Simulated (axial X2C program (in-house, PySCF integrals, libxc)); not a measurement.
**Worked dissociation energy of ScP: PBE0, with spin–orbit coupling**

All values were computed with an in-house all-electron X2C program for linear molecules (integrals from PySCF). Two-component (2c) means X2C with spin–orbit coupling and atomic mean-field two-electron Coulomb and Gaunt terms. Basis: Sc dyall-cv3z [10s11p7d5f2g], P dyall-v3z [8s7p2d1f] (cores contracted in-house); Gaussian nuclei, density fitting, unrestricted open shells. Masses: Sc 44.956 u, P 30.974 u.

Molecular state: Ω = 0 (closed shell).

| Item | Value |
| --- | --- |
| E(Sc) (2M_J = 1) | -763.850100 hartree |
| E(P) (2M_J = 3) | -341.922219 hartree |
| E(ScP) at Re | -1105.873425 hartree |
| ωe | 556.5 cm⁻¹ |
| ωexe | 1.43 cm⁻¹ |

Q: Work out De and D0.

A: De = -763.850100 + (-341.922219) − (-1105.873425) = 0.10111 hartree = 2.751 eV. The zero-point energy is ωe/2 − ωexe/4 = 278 cm⁻¹ = 0.034 eV, so D0 = 2.717 eV.

Occupations by symmetry block were frozen at the best pattern of an incomplete PBE0 search. The closed shell is kept restricted, so the energy runs too high when the bond is stretched far. Dissociation energies refer to the lowest single-determinant-based atoms at the same level and basis. The 2c atoms are single determinants rather than J levels; their spin–orbit lowering is only partly caught, and De is too large by that part. This holds for PBE0. PBE0 can misorder states that lie within some tenths of an eV, so this need not be the ground state of the molecule. The nearest other 2c determinant of the search, Ω = 2, lies 0.49 eV up at the distance of the search. Without a current term, density functionals place determinants with orbital angular momentum somewhat too high.

Each atomic determinant is the lowest at this level and need not be a pure J level. Totals compare only within one Hamiltonian and basis.
